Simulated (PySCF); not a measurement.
Compound: NbSe(CH2SiH3)3, C₃H₁₅NbSeSi₃ (singlet state).
Structure used (PBE0-D3(BJ)/def2-SVP), in Å, numbered top down from 1:
```
atom  x, y, z in Å
Nb1   -0.021    0.000   -0.031
Se2    0.276   -0.290    2.203
C3     1.907    0.108   -0.899
Si4    3.178    1.108    0.064
H5     2.268   -0.932   -1.016
H6     1.754    0.539   -1.911
H7     2.569    2.390    0.540
H8     3.660    0.324    1.237
H9     4.350    1.472   -0.798
C10   -1.109    1.798   -0.279
Si11  -2.467    2.111    0.985
H12   -0.374    2.626   -0.247
H13   -1.531    1.748   -1.305
H14   -3.274    0.867    1.185
H15   -1.867    2.526    2.285
H16   -3.410    3.180    0.518
C17   -1.113   -1.678   -0.717
Si18  -0.556   -3.340   -0.030
H19   -2.172   -1.508   -0.442
H20   -1.035   -1.662   -1.824
H21    0.939   -3.420   -0.022
H22   -1.065   -3.507    1.361
H23   -1.051   -4.472   -0.878
```

Computed with PBE0-D3(BJ)/def2-SVP geometry optimisation, gas phase, def2 core potentials past Kr in PySCF 2.14.0.

Q: Which atoms are bound to Nb1, and at what distances?

A: 4 atoms: C10 2.116 Å, C17 2.117 Å, C3 2.117 Å, Se2 2.272 Å. The nearest atom not counted as bound is H13, at 2.64 Å (others tie with it).

Q: List the angles at Nb1.

A: 
```json
{"angle": "C3–Nb1–C17", "degrees": "112.2", "distance of the outer atoms (Å)": "3.51"}
{"angle": "C3–Nb1–C10", "degrees": "112.1", "distance of the outer atoms (Å)": "3.51"}
{"angle": "C10–Nb1–C17", "degrees": "111.7", "distance of the outer atoms (Å)": "3.50"}
{"angle": "Se2–Nb1–C10", "degrees": "106.9", "distance of the outer atoms (Å)": "3.53"}
{"angle": "Se2–Nb1–C3", "degrees": "106.9", "distance of the outer atoms (Å)": "3.53"}
{"angle": "Se2–Nb1–C17", "degrees": "106.6", "distance of the outer atoms (Å)": "3.52"}
```

Q: What is the shape at Nb1?

A: Tetrahedral: angles from 106.6° to 112.2°; τ4 = (360° − α − β)/141° = 0.96 with α and β the two widest (0 for a square, 1 for a tetrahedron).

Q: What are the other bond lengths?

A: C3–Si4, C10–Si11, C17–Si18 1.882 Å; C3–H5 and 5 like bonds 1.109 Å; Si4–H7 and 7 like bonds 1.495 Å; Si11–H16 1.500 Å.

Q: Give some angles away from the centre.

A: Nb1–C3–Si4 115.6°.

Point group: near C3, missed by 0.12 Å at most; the miss may be what the optimiser left on a soft mode. Charge 0, singlet. Not checked by PBE0-D3(BJ)/def2-SVP frequencies.
